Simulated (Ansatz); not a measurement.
Single points on the cluster Ga2P3.

```yaml
crystal:
  periodic: [false, false, false]
  atoms:
    - {symbol: Ga, position_ang: [3.099867, 0.477676, -0.119231]}
    - {symbol: Ga, position_ang: [-1.309268, -0.134826, 0.050799]}
    - {symbol: P, position_ang: [1.044047, -0.949606, -0.037813]}
    - {symbol: P, position_ang: [-3.454735, -0.561545, 0.125348]}
    - {symbol: P, position_ang: [0.620098, 1.168302, -0.019103]}
basis:
  gaussian: {orbitals: def2-TZVP, initial_orbitals: start.molden}
magnetization: {spin_polarized: true, initial_magnetization: 1}
hamiltonian: {xc: hse06, dispersion: d4}
scf: {omitted_lower_state_checks: [starts]}
output: {orbitals: {seedname: orbitals}}
```

The file start.molden holds the orbitals of an earlier run on this structure, at another level or in another basis.

```sh
$ ansatz run in.yaml --threads 4 --pin off --events-out ev --progress --plain --max-ram 4787MiB
```

Shortened log:

```
Functional definition: HSE06
1300 factors; integrals over basis functions are off by at most 1.2e-3 eV
89 factors; integrals over basis functions are off by at most 1.2e-6 eV
mean field evaluation 1: about -132597.6254 eV, gradient 6.7e-1 eV
mean field evaluation 2: about -132597.7453 eV, gradient 5.1e-1 eV
mean field evaluation 4: about -132597.7472 eV, gradient 2.7e-2 eV
mean field evaluation 8: about -132597.7472 eV, gradient 2.5e-5 eV
mean field -132597.74721298 eV, -4872.8773320959 hartree, gradient 7.7e-6 eV, S^2 0.830552; 0 other end points of the search recorded, 0 dependent functions left out
reference -132597.74725051 eV, -4872.8773334749 hartree; 54, 53 occupied and 153, 154 virtual orbitals, 1300 factors
Total energy: -132597.98535622 eV, -4872.8860836984 hartree
Checks for a lower state left out: starts
```

It took 29 s on 4 threads of Arm Neoverse N1 on a shared host, peak host memory 0.97 GiB.

The first input with `hamiltonian: {xc: pbe0, dispersion: d4}` (abridged; 29 s):

```
Functional definition: PBE0
mean field evaluation 16: about -132598.2767 eV, gradient 1.4e-5 eV
mean field -132598.27671252 eV, -4872.8967908451 hartree, gradient 1.4e-5 eV, S^2 0.804901
Total energy: -132598.52240175 eV, -4872.9058197577 hartree
Checks for a lower state left out: starts
```

First input, but with `hamiltonian: {xc: r2scan, dispersion: d4}` (abridged; 28 s):

```
Functional definition: r2SCAN
mean field evaluation 16: about -132619.9680 eV, gradient 1.3e-5 eV
mean field -132619.96803767 eV, -4873.6939323416 hartree, gradient 1.3e-5 eV, S^2 0.976716
Total energy: -132620.02715193 eV, -4873.6961047504 hartree
Checks for a lower state left out: starts
```

As the first input, with `hamiltonian: {xc: {name: BHLYP}, dispersion: d4}` (abridged; 33 s):

```
Functional definition: BHLYP
mean field evaluation 16: about -132620.4753 eV, gradient 4.9e-6 eV
mean field -132620.47531073 eV, -4873.7125742827 hartree, gradient 4.9e-6 eV, S^2 0.766706
Total energy: -132620.97237749 eV, -4873.7308411492 hartree
Checks for a lower state left out: starts
```

As the first input, with `gaussian: {orbitals: def2-SVP, initial_orbitals: start.molden}`, `correlation: {method: ccsd_t}`, `scf: {omitted_lower_state_checks: [starts, cluster_reference]}` and without the key `hamiltonian` (abridged; 56 s):

```
Functional definition: HF
mean field -132461.55622833 eV, -4867.8724057234 hartree, gradient 8.4e-6 eV, S^2 1.550378
33 core orbitals not correlated: weight in the atoms' cores, before any rotation towards them, 1.000 or more for the frozen orbitals, at most 0.000 for the correlated occupied ones
second order -18.90445336 eV of doubles, -0.00000000 eV of singles
cycle   1  -18.43632081 eV  change    4.7e-1 eV  update   1.8e-1
cycle   2  -19.39628001 eV  change   -9.6e-1 eV  update   7.3e-2
cycle   3  -19.65501065 eV  change   -2.6e-1 eV  update   5.6e-2
cycle   4  -19.70147845 eV  change   -4.6e-2 eV  update   3.5e-2
cycle   5  -19.76644787 eV  change   -6.5e-2 eV  update   2.2e-2
cycle   6  -19.78171174 eV  change   -1.5e-2 eV  update   1.3e-2
cycle   7  -19.79319009 eV  change   -1.1e-2 eV  update   9.1e-3
cycle   8  -19.80586268 eV  change   -1.3e-2 eV  update   7.0e-3
cycle   9  -19.81292314 eV  change   -7.1e-3 eV  update   4.8e-3
cycle  10  -19.81183547 eV  change    1.1e-3 eV  update   2.6e-3
cycle  11  -19.81379984 eV  change   -2.0e-3 eV  update   1.6e-3
cycle  12  -19.81451415 eV  change   -7.1e-4 eV  update   8.4e-4
cycle  13  -19.81506661 eV  change   -5.5e-4 eV  update   4.7e-4
cycle  14  -19.81488079 eV  change    1.9e-4 eV  update   2.8e-4
cycle  15  -19.81493713 eV  change   -5.6e-5 eV  update   1.6e-4
cycle  16  -19.81484690 eV  change    9.0e-5 eV  update   9.8e-5
cycle  17  -19.81489890 eV  change   -5.2e-5 eV  update   5.1e-5
cycle  18  -19.81494148 eV  change   -4.3e-5 eV  update   2.2e-5
cycle  19  -19.81496811 eV  change   -2.7e-5 eV  update   1.3e-5
perturbative correction -1.11844765 eV, -0.0411021929 hartree
Total energy: -132482.48964408 eV, -4868.6416945632 hartree
Checks for a lower state left out: starts, cluster_reference
```

As the first input, with `hamiltonian: {xc: pbe, dispersion: d4}`, `output: {forces: true, orbitals: {seedname: orbitals}}` (abridged; 11 s):

```
Functional definition: PBE
mean field evaluation 16: about -132594.4733 eV, gradient 9.1e-6 eV
mean field -132594.47325769 eV, -4872.7570164580 hartree, gradient 9.1e-6 eV, S^2 0.928149
Total energy: -132594.75714188 eV, -4872.7674490099 hartree
Atom 0 force    -0.116610    -0.011361     0.005505 eV/Å
Atom 1 force     0.061971    -0.000249    -0.002962 eV/Å
Atom 2 force    -0.111739     0.385121     0.003995 eV/Å
Atom 3 force     0.104119     0.019451    -0.002964 eV/Å
Atom 4 force     0.062258    -0.392962    -0.003574 eV/Å
Dipole moment:     0.908646     0.155462    -0.033617 e Å
Checks for a lower state left out: starts
```

Geometry: PBE-D4/def2-SVP.

HSE06 is defined as in plane-wave codes, on full-range PBE exchange. Correlated methods freeze 33 core orbitals; core or outer-core shells of Ga are correlated, in sets that lack core-valence functions. At HSE06-D4/def2-TZVP, r2SCAN-D4/def2-TZVP, CCSD(T)/def2-SVP, PBE-D4/def2-TZVP the charge 0 doublet is spin-contaminated (final ⟨S²⟩ up to 1.55, 0.75 for a pure state). At CCSD(T)/def2-SVP T1 of the charge 0 doublet is large (up to 0.049), so the single-reference result is doubtful. Another isomer (doublet) lies 2.42 eV lower at PBE0-D4/def2-TZVP; other spin states weren't run for this one.
